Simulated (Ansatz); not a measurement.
Compare A (`CN[SiH2][AlH2]`) with its isomer B (`C[SiH](N)[AlH2]`).

Isolated molecules relaxed with PBE0-D4/def2-TZVP in Ansatz; ΔE leaves out vibrations. CCSD(T)/CBS adds triple-zeta CCSD(T) − MP2 to the extrapolated MP2 energy (def2 sets, frozen cores). Functionals use def2-TZVPP. B3LYP here is the variant with VWN-RPA as its local correlation; programs differ in this. Each species was taken in one conformer, which may not be the lowest.

(1) Which is lower in electronic energy at CCSD(T)/CBS, and by how much? (An estimate is asked.)

(2) Give E(B) − E(A) in kcal/mol with ωB97M-V, B2PLYP, MP2/def2-TZVPP, B3LYP, CCSD/def2-TZVPP, HF/def2-TZVPP, r2SCAN-D4. (An estimate is asked.)

Largest T1 diagnostic: 0.011.

## Answers

(1) The calculation gave: B, by 20.5 kcal/mol.

(2) Computed: ωB97M-V -20.5, B2PLYP -19.9, MP2/def2-TZVPP -21.1, B3LYP -19.2, CCSD/def2-TZVPP -19.7, HF/def2-TZVPP -18.3, r2SCAN-D4 -20.5. None reverses the order clearly.

In def2-TZVPP, CCSD(T) changes the Hartree–Fock value by −1.6 kcal/mol (the triples alone add −0.1 kcal/mol) and MP2 by −2.8 kcal/mol.
